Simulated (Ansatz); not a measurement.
One change: `Cl[SiH2][CH2][GaH2]` becomes `[SiH3][SiH2][CH2][GaH2]`.

Ansatz, PBE0-D4/def2-TZVP geometries, multiplicity 1. Each molecule was computed in one conformer, which needn't be the lowest. `Cl[SiH2][CH2][GaH2]` holds a close contact that its SMILES doesn't draw: Ga···Cl 2.78 Å.

Scalar relativity is left out up to krypton.

```tsv
property	`Cl[SiH2][CH2][GaH2]`
HOMO energy (B3LYP/def2-TZVPP) / eV	-7.70
size of the dipole moment (ωB97M-V/def2-TZVPP) / D	1.98
LUMO energy (ωB97M-V/def2-TZVPP) / eV	0.81
LUMO energy (PBE/def2-TZVPP) / eV	-1.68
HOMO–LUMO gap (PBE0/def2-TZVPP) / eV	7.06
HOMO–LUMO gap (PBE/def2-TZVPP) / eV	5.07
```

What does the change do to each property? (Best estimate.)

Computed: 
| property | `[SiH3][SiH2][CH2][GaH2]` | shift |
| --- | --- | --- |
| HOMO energy (B3LYP/def2-TZVPP) / eV | -7.35 | 0.35 |
| size of the dipole moment (ωB97M-V/def2-TZVPP) / D | 0.90 | -1.08 |
| LUMO energy (ωB97M-V/def2-TZVPP) / eV | 0.06 | -0.75 |
| LUMO energy (PBE/def2-TZVPP) / eV | -2.40 | -0.72 |
| HOMO–LUMO gap (PBE0/def2-TZVPP) / eV | 5.94 | -1.12 |
| HOMO–LUMO gap (PBE/def2-TZVPP) / eV | 4.07 | -1.00 |

With PBE0 the HOMO rises by 0.39 eV and the LUMO falls by 0.73 eV, so the gap narrows by about 1.12 eV. PBE moves the HOMO by 0.28 eV and ωB97M-V by 0.53 eV. Dipoles are sizes alone; their direction can turn.

B3LYP here is the variant with VWN-RPA as its local correlation; programs differ in this.
